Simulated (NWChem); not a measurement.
System: SnH2O2, singlet; SMILES [OH][Sn][OH]

```xyz
5

Sn     0.3585    -0.0014     0.0000
O     -0.9993    -1.4548     0.0000
H     -1.8915    -1.0796     0.0000
O     -1.0830     1.3956     0.0000
H     -0.7813     2.3111     0.0000
```
Atoms are numbered in this order, from 1.

Level: PBE0/def2-SVP with def2 effective core potentials on Sn (NWChem), optimised geometry, unscaled harmonic frequencies. Low-valent species are run as closed-shell singlets; no triplet was tried in these runs. def2 effective core potentials on Sn; no spin-orbit coupling.

| frequency (cm⁻¹) | IR intensity (km/mol) |
|---|---|
| 176 | 14.3 |
| 366 | 129.2 |
| 480 | 114.6 |
| 595 | 101.1 |
| 623 | 78.4 |
| 708 | 96.3 |
| 783 | 55.0 |
| 3845 | 63.8 |
| 3897 | 60.7 |

```
Item                                                                               Result
-----------------------------------------------------------------------  ----------------
zero-point energy                                                           16.4 kcal/mol
thermal correction to the enthalpy at 298.15 K (with zero-point energy)     19.8 kcal/mol
heat capacity Cv                                                         14.2 cal/(mol K)
entropy at 298.15 K and 1 atm (symmetry number 1)                        71.1 cal/(mol K)
```

Rigid rotor and harmonic oscillator.
